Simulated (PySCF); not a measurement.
## Static response to an electric field

Compound: CBrCl3.
Atom-mapped SMILES: `[Cl:1][C:2]([Cl:3])([Cl:4])[Br:5]`

Cartesian coordinates in Å at the PBE0-D3(BJ)/def2-SVP level; atoms count from 1:
```xyz
5
CBrCl3 angstrom
Cl    -0.785   -0.116   -1.593
C     -0.039   -0.007    0.004
Cl    -0.288   -1.519    0.883
Cl    -0.758    1.331    0.906
Br     1.871    0.310   -0.201
```

Level: CAM-B3LYP/def2-SVPD (PySCF), static field, nuclei fixed, core orbitals frozen in the response. The polarisability tensor in these axes (au):

```
x   80.35  1.18 -0.77
y    1.18 73.39 -0.13
z   -0.77 -0.13 73.27
```

Question: What are the eigenvalues, a third of the trace, and Δα (Δα² = ½Σ(αi − αj)² over the three pairs)?

Answer: Principal values 73.19, 73.19 and 80.63 au; mean 75.67 au = 11.21 Å³ = 12.48 × 10⁻⁴⁰ C²·m²/J; Δα = 7.44 au (10 % of the mean).

Question: What is the dipole moment?

Answer: 0.16 D at this geometry.

Question: Find the Langevin capture rate constant for H3+ (3.023 u) meeting this molecule (195.825 u), k = 2.342 × 10⁻⁹ cm³/s × √(α in Å³ / reduced mass in u).

Answer: The reduced mass is 2.98 u, so k = 4.54 × 10⁻⁹ cm³/s.

Question: What depolarisation ratio follows for Rayleigh scattering of linearly polarised light, taking the static tensor?

Answer: ρ = 3Δα²/(45ᾱ² + 4Δα²) = 165.9/(257662 + 221.2) = 0.000643.

Question: How large is μ²/3kT at 350 K beside α?

Answer: In Gaussian units μ²/3kT = 0.17 Å³ against 11.21 Å³, a ratio of 0.02; the Debye molar polarisation (4π/3)N_A(α + μ²/3kT) is 28.7 cm³/mol, leaving out the vibrational part.

Question: What would n − 1 = 2πNα be for an ideal gas of these molecules at 273.15 K and 1 atm, electronic part alone?

Answer: N = p/kT = 2.6868 × 10¹⁹ cm⁻³, so n − 1 = 2π × N × 11.21 × 10⁻²⁴ cm³ = 1893 × 10⁻⁶ at long wavelengths.

Question: Sum over states: ᾱ = Σ f/ω², ω in Eh. What share falls to these 10 lowest TDDFT singlets (eV, f)? 5.24, 0.0015; 5.25, 0.0015; 6.10, 0.0000; 6.59, 0.0042; 6.59, 0.0042; 6.82, 0.0763; 7.03, 0.0015; 7.03, 0.0015; 7.16, 0.0000; 7.31, 0.0081.

Answer: They add up to 1.60 au, 2.1 % of the 75.67 au; the largest single term is 1.21 au, from the state at 6.82 eV. Terms in order: 0.04, 0.04, 0.00, 0.07, 0.07, 1.21, 0.02, 0.02, 0.00, 0.11 au. Higher excitations give the rest. The strengths listed sum to 0.099.

Isolated species at its PBE0-D3(BJ)/def2-SVP geometry, gas phase. The calculation is non-relativistic, for bromine too.
